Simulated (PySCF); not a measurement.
CH8AlNO2Si, SMILES [N]([SiH3])([Al]([OH])[OH])C. Geometry: PBE0-D3(BJ)/def2-SVP. The structure was generated by enumeration; whether it is a known compound was not checked. Other conformers were not sampled.

Question: Give the equilibrium geometry at PBE0-D3(BJ)/def2-SVP (PySCF confirms it by a frequency run) as bond lengths and angles, and its point group. (An estimate is asked for; the answer gives what the named calculation found.)

Answer: This is not unique; one that fits is point group Cs.
Atoms: Si1 N2 C3 Al4 O5 O6 H7 H8 H9 H10 H11 H12 H13 H14. Bonds (Å): Si1–N2 1.736, Si1–H7 1.499, Si1–H8 1.497, Si1–H9 1.499, N2–C3 1.462, N2–Al4 1.788, C3–H10 1.101, C3–H11 1.106, C3–H12 1.106, Al4–O5 1.697, Al4–O6 1.698, O5–H13 0.958, O6–H14 0.958. Bond angles (°): N2–Si1–H7 112.4, N2–Si1–H8 107.5, N2–Si1–H9 112.4, H7–Si1–H8 108.8, H7–Si1–H9 107.0, H8–Si1–H9 108.8, Si1–N2–C3 116.8, Si1–N2–Al4 123.9, C3–N2–Al4 119.3, N2–C3–H10 110.9, N2–C3–H11 112.0, N2–C3–H12 112.0, H10–C3–H11 107.2, H10–C3–H12 107.2, H11–C3–H12 107.2, N2–Al4–O5 124.4, N2–Al4–O6 115.7, O5–Al4–O6 119.9, Al4–O5–H13 125.9, Al4–O6–H14 124.2.
